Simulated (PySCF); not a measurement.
Ge₂H₆O, SMILES [GeH3][O][GeH3]. Geometry optimised at PBE-D3(BJ)/def2-SVP.

Computed equilibrium geometry at PBE-D3(BJ)/def2-SVP (PySCF confirms it by a frequency run) as bond lengths and angles, and its point group:
point group C2v.
Atoms: Ge1 O2 Ge3 H4 H5 H6 H7 H8 H9. Bonds (Å): Ge1–O2 1.801, Ge1–H4 1.547, Ge1–H5 1.557, Ge1–H6 1.557, O2–Ge3 1.801, Ge3–H7 1.557, Ge3–H8 1.547, Ge3–H9 1.557. Angles (°): O2–Ge1–H4 105.1, O2–Ge1–H5 109.6, O2–Ge1–H6 109.6, H4–Ge1–H5 111.3, H4–Ge1–H6 111.3, H5–Ge1–H6 109.9, Ge1–O2–Ge3 125.7, O2–Ge3–H7 109.6, O2–Ge3–H8 105.1, O2–Ge3–H9 109.6, H7–Ge3–H8 111.3, H7–Ge3–H9 109.9, H8–Ge3–H9 111.3.
Charge 0, spin multiplicity 1.
